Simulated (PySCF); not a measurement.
**Mayer bond orders and bond lengths**

Species: C7H11O3 (charge -1).
Atom-mapped SMILES: `[CH3:1][O:2][CH2:3][CH2:4]/[C:5]([O-:6])=[CH:7]/[C:8]([CH3:9])=[O:10]` (hydrogens: H11, H12, H13 on C1; H14, H15 on C3; H16, H17 on C4; H18 on C7; H19, H20, H21 on C9)

Structure used (GFN2-xTB), in Å, numbered top down from 1:
```
atom  x, y, z in Å
C1    -3.7164   -0.4608    0.1945
O2    -2.8573   -0.6058   -0.9007
C3    -1.4798   -0.6979   -0.5466
C4    -0.8630    0.5696    0.0329
C5     0.6285    0.2740    0.3485
O6     0.8535   -0.3951    1.3748
C7     1.5369    0.7819   -0.5777
C8     2.9413    0.6604   -0.5561
C9     3.5597   -0.1230    0.5940
O10    3.6847    1.1555   -1.4224
H11   -4.7326   -0.5654   -0.1884
H12   -3.5307   -1.2354    0.9511
H13   -3.6161    0.5216    0.6717
H14   -0.9737   -0.9563   -1.4804
H15   -1.3407   -1.5203    0.1707
H16   -0.9707    1.3946   -0.6723
H17   -1.3599    0.8284    0.9718
H18    1.1347    1.3404   -1.4151
H19    3.2517    0.3101    1.5425
H20    4.6465   -0.1121    0.5088
H21    3.1944   -1.1475    0.5742
```

Bond orders from the PBE0/pcSseg-1 density (PySCF). The structure is a single GFN2-xTB conformer in the gas phase; no vibrational or solvent corrections. The pcSseg-1 basis has no diffuse functions, a weakness for an anion.

Question: How far do the computed orders between heavy atoms stray from the drawn ones?

Answer: The largest departure is 0.751, at C5–C7 (drawn double, 1.249) and C5–O6 (drawn single, 1.750). Drawn single, order above 1.12: C5–O6 (1.750) and C7–C8 (1.281). Drawn double or triple, more than 0.30 short of the drawn order: C5–C7 (1.249). The SMILES, with its formal charges, is one Lewis structure only.

Question: Give the Mayer order of every bond, beside its length.

Answer: 
| bond | drawn as | length (Å) | Mayer order |
| --- | --- | --- | --- |
| C1–O2 | single | 1.399 | 0.963 |
| O2–C3 | single | 1.425 | 0.892 |
| C3–C4 | single | 1.524 | 1.031 |
| C4–C5 | single | 1.553 | 0.969 |
| C5–O6 | single | 1.246 | 1.750 |
| C5–C7 | double | 1.393 | 1.249 |
| C7–C8 | single | 1.410 | 1.281 |
| C8–C9 | single | 1.523 | 1.018 |
| C8–O10 | double | 1.244 | 1.824 |
| C1–H11 | single | 1.091 | 0.978 |
| C1–H12 | single | 1.099 | 0.956 |
| C1–H13 | single | 1.097 | 0.956 |
| C3–H14 | single | 1.093 | 0.954 |
| C3–H15 | single | 1.100 | 0.943 |
| C4–H16 | single | 1.091 | 0.944 |
| C4–H17 | single | 1.093 | 0.942 |
| C7–H18 | single | 1.084 | 0.951 |
| C9–H19 | single | 1.087 | 0.948 |
| C9–H20 | single | 1.090 | 0.960 |
| C9–H21 | single | 1.088 | 0.950 |

Bonds between the same two heavy elements. C–O: lowest O2–C3 (0.892, 1.425 Å), highest C8–O10 (1.824, 1.244 Å). C–C: lowest C4–C5 (0.969, 1.553 Å), highest C7–C8 (1.281, 1.410 Å); in 1 of the 10 pairs the longer bond (by over 0.003 Å) has the higher order (by 0.02 or more).

Question: Sum the orders of all bonds at each heavy atom with more than one neighbour and set the sums beside the valence in the SMILES.

Answer: C1 3.853 (drawn 4), O2 1.855 (drawn 2), C3 3.820 (drawn 4), C4 3.886 (drawn 4), C5 3.968 (drawn 4), C7 3.481 (drawn 4), C8 4.123 (drawn 4), C9 3.876 (drawn 4). Orders between atoms that aren't bonded are not in these sums.

The Mayer order sums products of elements of PS (density times overlap matrix) between the two atoms' basis functions, so it depends on the basis set.

The run behind these numbers computed NMR shieldings as well. The run took 2.1 min of wall time on one thread, Intel Xeon at 2.50 GHz (x86_64), on a shared host, and the process peaked at 0.94 GiB of memory.
